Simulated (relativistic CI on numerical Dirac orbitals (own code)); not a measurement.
How well does a small relativistic CI reproduce Sm²⁺?

Computed by Dirac-Coulomb-Breit CI, separate exchange-only KLI orbitals for each configuration, model QED (radiative potential, 1s self-energy scaled to tabulated hydrogen-like ionisation energies), valence Slater integrals scaled by 0.85, P86 correlation estimate, and configurations built on the next ion tied to the tabulated ionisation energy (semi-empirical) (own radial code, finite nucleus).

Configuration list (outside the closed core [Xe]): 4f6, 4f5.5d, 4f5.6s, 4f5.6p, 4f5.6d, 4f5.7s, 4f5.5f, 4f4.6s2. Levels of other configurations are missing.

| Configuration | Term (tabulated) | J | Measured (cm⁻¹) | Computed | Error | Purity (%) |
| --- | --- | --- | --- | --- | --- | --- |
| 4f6 | 7F | 0 | 0.0 | 0 | 0 | 93 |
| 4f6 | 7F | 1 | 293.4 | 270 | -24 | 94 |
| 4f6 | 7F | 2 | 813.5 | 756 | -58 | 95 |
| 4f6 | 7F | 3 | 1492.7 | 1398 | -95 | 96 |
| 4f6 | 7F | 4 | 2277.9 | 2146 | -132 | 97 |
| 4f6 | 7F | 5 | 3131.5 | 2965 | -167 | 96 |
| 4f6 | 7F | 6 | 4027.0 | 3828 | -199 | 95 |
| 4f5.5d | 7H° | 2 | 26283.5 | 29775 | 3492 | 87 |
| 4f5.5d | 7F° | 1 | 27885.9 | 31349 | 3463 | 64 |
| 4f5.5d | 7F° | 2 | 28228.8 | 31646 | 3418 | 64 |
| 4f5.5d | 7F° | 3 | 29121.4 | 32330 | 3209 | 68 |
| 4f5.5d | 7H° | 5 | 29377.3 | 32674 | 3297 | 59 |
| 4f5.5d | 7F° | 4 | 30198.9 | 33370 | 3171 | 75 |
| 4f5.5d | 7F° | 5 | 31376.6 | 34685 | 3309 | 86 |
| 4f5.5d | 7G° | 4 | 32598.8 | 35258 | 2659 | 89 |
| 4f5.5d | 7F° | 6 | 32868.0 | 36134 | 3266 | 94 |
| 4f5.5d | 7G° | 5 | 33771.9 | 36246 | 2474 | 94 |
| 4f5.5d | 7F° | 3 | 35928.0 | 41028 | 5100 | 92 |
| 4f5.5d | 7F° | 4 | 36826.1 | 41801 | 4975 | 90 |
| 4f5.5d | 7D° | 2 | 36931.9 | 41461 | 4529 | 85 |
| 4f5.5d | 7D° | 3 | 37715.9 | 42181 | 4466 | 76 |
| 4f5.5d | 7F° | 6 | 38758.0 | 43801 | 5043 | 64 |
| 4f5.5d | 7D° | 5 | 39666.8 | 44272 | 4605 | 89 |

Measured levels from Martin, Zalubas and Hagan, Atomic Energy Levels: The Rare-Earth Elements, NSRDS-NBS 60 (1978); pairs were made by configuration, J and term (by order where the table uses no LS term), so strongly mixed levels may be paired wrongly.

Mean error by configuration (cm⁻¹): 4f6 -112; 4f5.5d 3780. Over the excited levels the mean absolute error is 2779 cm⁻¹ (22 of the 28 excited levels that our extract of the source holds in range could be paired, and the others can miss by more), and the median relative error of those above 1,000 cm⁻¹ is 11 %. Some levels of the ground configuration have no partner.
